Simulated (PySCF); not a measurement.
## Computed vibrations of Gd(SH)3

Gd(SH)3 (singlet in the valence; each metal's 4f electrons, 7 of them, lie in its core potential, out of spins and levels). PySCF 2.14.0, RKS PBE0, Gd lcecp-1-SVP with ECP53, S def2-SVP, H def2-SVP; non-relativistic Hamiltonian with scalar-relativistic core potentials where named; density fitting; no spin-orbit coupling. Central differences of gradients.

```xyz
7

Gd    0.0000    0.0000   -0.0108
S     2.5681   -0.4113    0.0175
H     2.8945    0.9035    0.0095
S    -0.9278    2.4297    0.0175
H    -2.2298    2.0550    0.0095
S    -1.6403   -2.0184    0.0175
H    -0.6648   -2.9585    0.0095
```

Run from Python with OMP_NUM_THREADS=2. Where DIIS fails, smearing, a level shift and second-order steps follow.
It took 56 s on 2 threads of Arm Neoverse V2 (shared host).

**Question.** What are the harmonic wavenumbers and infrared intensities?

**Answer.** Modes are labelled in C3; negative numbers are unstable modes, those under 60 cm⁻¹ near the noise; a finer grid moves soft modes by up to 10 cm⁻¹.
```
cm⁻¹  km/mol  symmetry
  21    20.0         a
  62     5.3         e
  62     5.3         e
 183    60.8         a
 206     0.0         e
 206     0.0         e
 290     0.0         a
 313    65.5         e
 313    65.5         e
 356     0.0         a
 415    36.3         e
 415    36.3         e
2689     2.3         e
2689     2.3         e
2689     0.0         a
```

**Question.** Is this a minimum?

**Answer.** Yes, within the noise of the softest modes. Ideal gas at 298.15 K and 1 bar: S = 431.2 J/(mol K), Cp = 120.6 J/(mol K), H − H(0 K) = 26.7 kJ/mol (rigid rotor, harmonic modes, spin degeneracy alone, that of the 4f electrons in the core included; the modes under 60 cm⁻¹ make these uncertain).

An lcecp potential fixes the number of 4f electrons, so in runs with it no electron can move into or out of that shell.
